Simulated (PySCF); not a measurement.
AlBrClHO.

```xyz
5

Al     0.4369    -0.6098     0.0000
Cl    -0.9570    -2.1541     0.0000
Br    -0.2508     1.5203     0.0000
O      2.0692    -1.0296     0.0000
H      2.8127    -0.4246     0.0000
```
Charge 0, spin multiplicity 1.

Geometry optimised at PBE0-D3(BJ)/def2-SVP. The values are those of a single conformer.

Method: KT2/pcSseg-1 (PySCF). Non-relativistic, no solvent.

Computed absolute GIAO shielding of each atom: isotropic value and principal components (ppm):
```json
[
 {"atom": "Al1", "σ(iso)": "430.0", "σ11": "373.5", "σ22": "457.7", "σ33": "458.7", "span": "85.2"},
 {"atom": "Cl2", "σ(iso)": "939.3", "σ11": "849.8", "σ22": "872.7", "σ33": "1095.5", "span": "245.7"},
 {"atom": "Br3", "σ(iso)": "2647.6", "σ11": "2466.1", "σ22": "2493.7", "σ33": "2983.0", "span": "516.8"},
 {"atom": "O4", "σ(iso)": "259.8", "σ11": "200.9", "σ22": "260.7", "σ33": "317.8", "span": "116.9"},
 {"atom": "H5", "σ(iso)": "28.5", "σ11": "21.3", "σ22": "23.4", "σ33": "40.9", "span": "19.7"}
]
```
